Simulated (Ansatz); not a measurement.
Input file for Ansatz (a first-principles code): R-B97M-V/def2-TZVPP on O4Ru (SMILES [O]=[Ru](=[O])(=[O])=[O]). Elements past Kr take the def2 small-core potentials; no spin–orbit coupling.

Ansatz 0.2 input:
```yaml
crystal:
  periodic: [false, false, false]
  atoms:
    - {symbol: Ru, position_ang: [0.00000000, -0.00000000, -0.00000000]}
    - {symbol: O, position_ang: [0.96909466, 0.96909466, 0.96909466]}
    - {symbol: O, position_ang: [0.96909466, -0.96909466, -0.96909466]}
    - {symbol: O, position_ang: [-0.96909466, 0.96909466, -0.96909466]}
    - {symbol: O, position_ang: [-0.96909466, -0.96909466, 0.96909466]}
basis:
  gaussian:
    orbitals: def2-TZVPP
hamiltonian:
  xc: {name: B97M-V}
scf: {lower_state_search: off}
```

It printed:

```
WARN ansatz: RAYON_NUM_THREADS=4 ignored (pool sized by the plan → 4); use --threads N
Functional definition: B97M-V
these checks for a lower state are left out or cut short: stability, starts, cluster_reference, orbital_swaps, neighbouring_geometries, increment
integrals: 0.10 GiB planned
933 factors; their error is unknown
mean field: 0.82 GiB planned
mean field evaluation 1: about -10738.1767 eV, gradient 1.5e2 eV
mean field evaluation 2: about -10503.6430 eV, gradient 3.9e2 eV
mean field evaluation 4: about -10769.3632 eV, gradient 2.9e1 eV
mean field evaluation 8: about -10770.7768 eV, gradient 1.7e-1 eV
mean field evaluation 16: about -10770.7659 eV, gradient 3.1e-4 eV
mean field -10770.76586556 eV, -395.8183448720 hartree, gradient 2.0e-6 eV, S^2 0.000000; 0 other end points of the search recorded, 0 dependent functions left out
reference -10770.76593611 eV, -395.8183474648 hartree; 24, 24 occupied and 156, 156 virtual orbitals, 933 factors
Total energy: -10770.76593611 eV, -395.8183474648 hartree
Checks for a lower state left out: stability, starts, cluster_reference, orbital_swaps, neighbouring_geometries, increment
```

The calculation finished and met its thresholds.

Cost: about 7 core-seconds (a rough figure).
